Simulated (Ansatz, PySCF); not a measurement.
Isomers of C2H2S. Isolated molecules, 0 K electronic values unless said otherwise. Strings in code marks are SMILES.

Quantity: electronic energy of isomers of C2H2S relative to `C=C=S`, in kcal/mol.

Level 1: composite: frozen-core CCSD(T) with HF/cc-pVQZ and the correlation energy extrapolated as X^-3 from cc-pVTZ and cc-pVQZ, plus CCSDT(Q) minus CCSD(T) in cc-pVDZ // PBE0-D3(BJ)/def2-TZVP (Ansatz, a program for electronic structure)
Level 2: frozen-core CCSDTQ/6-31g // PBE0-D3(BJ)/def2-TZVP (Ansatz)
Level 3: PBE-D3(BJ)/def2-TZVP // PBE0-D3(BJ)/def2-TZVP (PySCF)
Level 4: HF/3-21G // PBE0-D3(BJ)/def2-TZVP (PySCF)

```tsv
species	level 1	level 2	level 3	level 4
`C#CS`	15.5	21.4	21.1	17.7
```
